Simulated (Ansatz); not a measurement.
The cluster Pb₃, relaxed as a quintet with UKS PBE-D4/def2-SVP in Ansatz, starting from the PBE-D4/def2-SVP geometry of the neutral singlet. Force threshold 0.02 eV/Å.

In the def2 sets Pb takes a core potential; there is no spin–orbit coupling. At PBE-D4/def2-SVP a triplet of charge 0 lies 1.16 eV below the quintet, each at its own geometry. The structure comes from a short search, and lower isomers may exist.

Start:

```xyz
3

Pb   -1.758    0.869    0.001
Pb   -0.102   -1.462   -0.183
Pb    1.860    0.593    0.183
```

**Question.** Estimate the energy that the relaxation releases and the steps that it takes.

**Answer.** 0.32 eV, in 4 steps; 6.5 s on 4 threads of Arm Neoverse V2 on a shared host. No frequencies were taken in this run, so the end may be a saddle point.

**Question.** Does the start keep its bonding and symmetry?

**Answer.** By distances, no bond broke or formed. The bond that changes most is Pb2–Pb3, from 2.87 to 3.12 Å (atoms count from 1). Point group C2v at the start, C2v at the end, both within 0.05 Å.

**Question.** Predict the relaxed structure.

**Answer.** 
```csv
atom,x (Å),y (Å),z (Å)
Pb1,-1.6645,0.9881,0.0206
Pb2,-0.1200,-1.7128,-0.2148
Pb3,1.7845,0.7247,0.1942
```
Bond lengths (bridged metal pairs left out): 3 × Pb–Pb 3.12 to 3.46 Å.
